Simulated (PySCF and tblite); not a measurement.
Results of a calculation; reference values are marked as such.
C₆H₄N₂, numbered as in [CH:1]#[C:2][c:3]1[cH:4][n:5][cH:6][n:7][cH:8]1.

The ensemble was built from 45 distance-geometry starts (ETKDG and KDG, MMFF94s, GFN2-xTB) and rests on GFN2-xTB geometries. Energies: B3LYP-D3(BJ)/def2-SVP (IEF-PCM, tetrahydrofuran), with GFN2-xTB thermal terms (modes under about 100 cm⁻¹ blended into free rotors). Symmetry numbers and mirror images are counted. Conformers within 2.5 kcal/mol (GFN2-xTB free energy) were kept, 6 at most. GIAO shieldings: KT3/pcSseg-1 (IEF-PCM, tetrahydrofuran). Shifts are against TMS (¹H), TMS (¹³C) at the same level. Programs: PySCF with density fitting and tblite.

(1) What shifts does this protocol give at 298.15 K under fast conformational exchange?

Shifts are unscaled: against experiment ¹³C can be off by 15 ppm or more and ¹H by 0.8 ppm.

Results:

(1) ¹H: 9.22 (H6, 1H), 8.92 (H4/H8, 2H), 3.68 (H1, 1H) ppm. ¹³C: 154.8 (C4/C8), 150.1 (C6), 113.5 (C3), 87.2 (C1), 77.3 (C2) ppm.
